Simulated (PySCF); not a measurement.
Species: C2H6OSSi.
Atom-mapped SMILES: `[SiH3:1][O:2][C@H:3]1[CH2:4][S:5]1` (hydrogens: H6, H7, H8 on Si1; H9 on C3; H10, H11 on C4)

Jobs on this species (11 atoms, 56 electrons) with PySCF (density fitting). Hardware of each: one thread, Arm Neoverse V2 (aarch64), on a shared host. Other jobs ran on the host; a repeat could differ by tens of per cent or more. Peak memory is the resident size of the whole Python process, interpreter and libraries included.

| level and settings | work | basis functions | SCF cycles | wall time | peak memory |
| --- | --- | --- | --- | --- | --- |
| delta-SCF UKS B3LYP, pcX-2 on the ionised atom, pcseg-1 elsewhere, spin-free X2C | ΔSCF core ionisation, 7 holes | 150 | ? | ? | ? |
| delta-SCF UKS PBE0, pcX-2 on the ionised atom, pcseg-1 elsewhere, spin-free X2C | ΔSCF core ionisation, 7 holes | 150 | ? | ? | ? |
| delta-SCF UKS SCAN, def2-TZVP on the ionised atom, pcseg-1 elsewhere, spin-free X2C | ΔSCF core ionisation, 7 holes | 127 | 109 | 29 s | 0.55 GiB |
| delta-SCF UKS HF, pcX-2 on the ionised atom, pcseg-1 elsewhere, spin-free X2C | ΔSCF core ionisation, 7 holes | 150 | 98 | 20 s | 0.55 GiB |
| delta-SCF UKS PBE, pcX-2 on the ionised atom, pcseg-1 elsewhere, spin-free X2C | ΔSCF core ionisation, 7 holes | 150 | 108 | 17 s | 0.55 GiB |
| delta-SCF UKS SCAN, pcX-1 on the ionised atom, pcseg-1 elsewhere, spin-free X2C | ΔSCF core ionisation, 7 holes | 130 | 111 | 25 s | 0.55 GiB |
| delta-SCF UKS SCAN, pcX-2 on the ionised atom, pcseg-1 elsewhere, spin-free X2C | ΔSCF core ionisation, 7 holes | 150 | 113 | 32 s | 0.47 GiB |
| delta-SCF UKS SCAN, pcX-2 on the ionised atom, pcseg-1 elsewhere, non-relativistic | ΔSCF core ionisation, 7 holes | 150 | 112 | 31 s | 0.61 GiB |
| PBE0-D3(BJ)/def2-SVP, grid level 1 | geometry optimisation from a GFN2-xTB start shaken at random | 108 | 50 | 29 s | 0.45 GiB |

Fill in the missing figures.

- delta-SCF UKS B3LYP, pcX-2 on the ionised atom, pcseg-1 elsewhere, spin-free X2C; ΔSCF core ionisation, 7 holes: 38 s, 0.63 GiB, 100 SCF cycles
- delta-SCF UKS PBE0, pcX-2 on the ionised atom, pcseg-1 elsewhere, spin-free X2C; ΔSCF core ionisation, 7 holes: 34 s, 0.63 GiB, 100 SCF cycles

What do all jobs in the table cost together?

About 4.2 min; the longest takes about 15 % of that, and about 2.2 times as long as the shortest.
